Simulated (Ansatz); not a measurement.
Relaxation of CH6O3Si (11 atoms, charge 0, multiplicity 1), to a largest force component of 0.015 eV/Å in at most 40 steps.

The calculation used Ansatz, RKS PBE-D4/6-31G*.

```xyz
11
Properties=species:S:1:pos:R:3
O -1.616 1.603 -0.827
C -1.002 0.397 -0.796
O -0.051 0.459 0.204
Si 1.056 -0.842 0.381
O 2.023 -0.570 1.619
H -2.110 1.742 0.020
H -1.714 -0.380 -0.591
H -0.508 0.252 -1.787
H 1.753 -1.034 -0.821
H 0.172 -2.052 0.697
H 2.063 0.369 1.922
```

Task: Where does it end, and by what steps?

Result: The run converged. After 23 steps the energy has fallen by 0.727 eV; O3 moved furthest, 1.47 Å.

```csv
step,energy less start (eV),largest force component (eV/Å),accepted
0,0.0000,3.771,yes
1,-0.3389,1.634,yes
2,-0.4123,0.280,yes
3,-0.4284,0.171,yes
4,-0.4220,1.204,no
5,-0.4400,0.112,yes
6,-0.4532,0.148,yes
7,-0.4616,0.536,yes
8,-0.4860,0.216,yes
9,-0.5011,0.345,yes
10,-0.5164,0.396,yes
11,-0.5446,0.456,yes
12,-0.5852,0.527,yes
13,-0.6344,0.400,yes
14,-0.6797,0.229,yes
15,-0.7042,0.192,yes
16,-0.7190,0.174,yes
17,-0.7233,0.054,yes
18,-0.7248,0.077,yes
19,-0.7261,0.025,yes
20,-0.7266,0.040,yes
21,-0.7269,0.044,yes
22,-0.7271,0.022,yes
23,-0.7271,0.009,yes
```

```xyz
11
Properties=species:S:1:pos:R:3
O -0.597 1.531 -0.249
C -1.007 0.300 -0.840
O -0.752 -0.812 -0.005
Si 0.864 -1.037 0.448
O 1.412 0.137 1.500
H -1.165 1.655 0.541
H -2.092 0.297 -1.057
H -0.435 0.241 -1.785
H 1.663 -1.065 -0.828
H 0.912 -2.328 1.187
H 1.262 1.024 1.109
```

The run took 43 s on 1 CPU thread of a shared host.
